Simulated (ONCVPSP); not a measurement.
**cerium (Ce) ONCV: all-electron and pseudo phase curves**

cerium, optimised norm-conserving Vanderbilt (ONCV), made with ONCVPSP 4.0.1 (LDA (Perdew-Zunger), scalar-relativistic). Core [Xe] 4f1, reference 5d1 6s2. Waves: 6s: rc 3.80 bohr, ncon 5, nbas 8, qcut 1.5 1/bohr, 3 projectors, debl 2.1 Ha; p scattering state at 0.04 Ha: rc 4.05 bohr, ncon 5, nbas 9, qcut 1.7 1/bohr, 3 projectors, debl 0.7 Ha; 5d: rc 3.80 bohr, ncon 3, nbas 8, qcut 3.9 1/bohr, local. Local part: the d channel. Core correction: Teter function fitted to the true core (icmod 2), fcfact 0.3.

In the p channel the program set the typed energies aside and used 0.050, 0.750, 1.450 Ha.

The phase is arctan(r·R′/R) of the radial function R(r), unwrapped; energies in Ha, scanned from -2 to 5 Ha. A pole is an energy at which the radial function vanishes at the test radius. The pseudo phase is shifted by a multiple of π to meet the all-electron one at the reference energy, and phase errors are pseudo minus all-electron; the curves can meet again beyond the range given. Levels narrower than the energy grid can be missing from the lists of poles.

Task: For each channel, where are the poles, and over which energies does the pseudopotential scatter like the atom?

Result:

```
channel  radius (bohr)  reference energy (Ha)  poles, all-electron            poles, pseudo  unbroken range about the reference energy with phases within 0.05 rad  phase error 1 Ha above the reference energy (rad)
      s           3.86                  -0.14    -1.48, 0.40, 2.58               0.40, 2.58                                                            -1.5 to 3.2                                             -0.005
      p           4.12                   0.05    -0.84, 0.60, 2.55  -0.67, 0.60, 2.50, 3.39                                                            -0.6 to 2.8                                             +0.000
      d           3.86                  -0.12     0.02, 1.51, 3.91         0.03, 1.57, 3.80                                                              below 0.3                                             +0.074
```

Note: ghosts flagged at negative energy: p at -18.4 eV (a further GHOST(-) flag falls on a real empty level of the atom); GHOST(+) flagged for p at 83.5 eV, s at 86.8 eV, p at 344.6 eV. A true bound ghost makes a file unfit for plane-wave use.

Phases in the d channel:

| E (Ha) | all-electron | pseudo |
| --- | --- | --- |
| -1.98 | 1.417 | 1.418 |
| -1.80 | 1.408 | 1.409 |
| -1.62 | 1.397 | 1.399 |
| -1.44 | 1.384 | 1.385 |
| -1.26 | 1.367 | 1.369 |
| -1.08 | 1.345 | 1.347 |
| -0.90 | 1.313 | 1.317 |
| -0.72 | 1.265 | 1.270 |
| -0.54 | 1.175 | 1.183 |
| -0.36 | 0.922 | 0.937 |
| -0.18 | -0.646 | -0.638 |
| 0.00 | -1.534 | -1.529 |
| 0.18 | -1.774 | -1.750 |
| 0.36 | -2.068 | -1.979 |
| 0.54 | -3.064 | -2.620 |
| 0.72 | -4.180 | -3.963 |
| 0.90 | -4.466 | -4.397 |
| 1.08 | -4.581 | -4.547 |
| 1.26 | -4.648 | -4.627 |
| 1.44 | -4.696 | -4.681 |
| 1.62 | -4.738 | -4.726 |
| 1.80 | -4.782 | -4.771 |
| 1.98 | -4.837 | -4.827 |
| 2.16 | -4.929 | -4.920 |
| 2.34 | -5.160 | -5.166 |
| 2.52 | -6.341 | -6.521 |
| 2.70 | -7.423 | -7.476 |
| 2.88 | -7.636 | -7.660 |
| 3.06 | -7.719 | -7.734 |
| 3.24 | -7.765 | -7.777 |
| 3.42 | -7.796 | -7.808 |
| 3.60 | -7.821 | -7.831 |
| 3.78 | -7.841 | -7.852 |
| 3.96 | -7.859 | -7.872 |
| 4.14 | -7.878 | -7.894 |
| 4.32 | -7.898 | -7.920 |
| 4.50 | -7.922 | -7.955 |
| 4.68 | -7.954 | -8.013 |
| 4.86 | -8.005 | -8.141 |
